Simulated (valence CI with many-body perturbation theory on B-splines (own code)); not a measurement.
Ladder of approximations for Ag³⁴⁺

Computed by configuration interaction combined with many-body perturbation theory (CI+MBPT): three valence electrons over a frozen Dirac-Fock core [Ne], radial functions for each j: 11 s, 11 p, 9 d, 7 f, 5 g, 2 h, 1 i, with the one-electron correlation potential Σ1, the two-electron term Σ2, the three-electron term Σ3, Breit, model QED; selected CI, second order for the rest (own B-spline code, finite nucleus).

The last digits are not significant, and no measured levels were compared; by estimate large intervals hold to a few tenths of a per cent, small ones and those within an open d or f shell to about a per cent.

Each rung adds one term. CI alone is the Dirac-Coulomb CI over the frozen core; QED comes last and gives the full result, which names the levels. Energies are above (3s^2 3p1/2) J=1/2 on the same rung, in cm⁻¹.

Levels are named by their leading jj configuration (3d3/2^4 stands for four electrons in 3d with j = 3/2), which in mixed levels can hold well under half, so a name can repeat and another be missing. Letters in brackets count levels of one name in rising energy.

```tsv
Level	CI alone
(3s^2 3p3/2) J=3/2	351578
(3s 3p1/2^2) J=1/2	654751
(3s 3p1/2 3p3/2) J=3/2 [a]	902288
(3s 3p1/2 3p3/2) J=5/2	974794
(3s 3p1/2 3p3/2) J=3/2 [b]	1081140
(3s 3p1/2 3p3/2) J=1/2	1153570
(3s 3p3/2^2) J=5/2	1282780
(3s^2 3d3/2) J=3/2	1399120
(3s 3p3/2^2) J=1/2	1506080
(3s^2 3d5/2) J=5/2	1509840
(3s 3p3/2^2) J=3/2	1550160
(3p1/2^2 3p3/2) J=3/2	1770780
(3s 3p1/2 3d3/2) J=3/2 [a]	1877690
(3s 3p1/2 3d3/2) J=5/2	1916090
(3s 3p1/2 3d5/2) J=5/2 [a]	2001700
(3p1/2 3p3/2^2) J=3/2	2029860
```

Task: What do these energies become with core correlation, Breit and QED?

Result: (3s^2 3p3/2) J=3/2 347307 (-4271); (3s 3p1/2^2) J=1/2 652708 (-2043); (3s 3p1/2 3p3/2) J=3/2 [a] 897391 (-4897); (3s 3p1/2 3p3/2) J=5/2 967817 (-6978); (3s 3p1/2 3p3/2) J=3/2 [b] 1073370 (-7771); (3s 3p1/2 3p3/2) J=1/2 1143390 (-10181); (3s 3p3/2^2) J=5/2 1272460 (-10317); (3s^2 3d3/2) J=3/2 1385420 (-13701); (3s 3p3/2^2) J=1/2 1493380 (-12701); (3s^2 3d5/2) J=5/2 1493410 (-16431); (3s 3p3/2^2) J=3/2 1534300 (-15860); (3p1/2^2 3p3/2) J=3/2 1759500 (-11280); (3s 3p1/2 3d3/2) J=3/2 [a] 1865980 (-11711); (3s 3p1/2 3d3/2) J=5/2 1903230 (-12856); (3s 3p1/2 3d5/2) J=5/2 [a] 1986800 (-14896); (3p1/2 3p3/2^2) J=3/2 2014550 (-15303).

Task: How does the ionisation energy move along the ladder, and which term matters most?

Result: CI alone 2153.2, + Σ1 2154.2, + Σ2 2154.0, + Σ3 2154.0, + Breit 2152.1, + QED 2152.2 eV. The largest step is Breit, -1.9 eV. NIST lists 2131 ± 10 eV (semi-empirical).
